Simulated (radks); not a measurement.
Results of a calculation; reference values are marked as such.
Isoelectronic series with 18 electrons, each ion in its NIST ground configuration. Level of theory: scalar-relativistic Kohn-Sham, LDA (Slater exchange, Perdew-Wang correlation), spin-polarised, spherical densities, point nucleus (a radial shooting solver on a logarithmic mesh with Libxc functionals). Total energies (hartree) and orbital eigenvalues (eV):

ion    configuration  E (hartree)         3p         3s         2p
Zn12+           [Ar]  -1732.23743  -401.2503  -448.4947  -1379.241
Ga13+           [Ar]  -1865.75399  -454.2556  -504.6833  -1520.681
Ge14+           [Ar]  -2004.44781  -510.3707  -564.0699  -1669.129
As15+           [Ar]  -2148.33948  -569.5977  -626.6640  -1824.595
Se16+           [Ar]  -2297.45053  -631.9398  -692.4764  -1987.091
Br17+           [Ar]  -2451.80345  -697.4009  -761.5192  -2156.629
Kr18+           [Ar]  -2611.42169  -765.9857  -833.8051  -2333.223
Rb19+           [Ar]  -2776.32963  -837.6991  -909.3484  -2516.888
Sr20+           [Ar]  -2946.55269  -912.5471  -988.1640  -2707.640
Zr22+           [Ar]  -3303.05064  -1071.672  -1155.677  -3110.475
Nb23+           [Ar]  -3489.38136  -1155.963  -1244.408  -3322.593
Mo24+           [Ar]  -3681.13884  -1243.415  -1336.482  -3541.872
Tc25+           [Ar]  -3878.35365  -1334.038  -1431.916  -3768.331
Ru26+           [Ar]  -4081.05742  -1427.839  -1530.732  -4001.992
Rh27+           [Ar]  -4289.28293  -1524.827  -1632.951  -4242.876
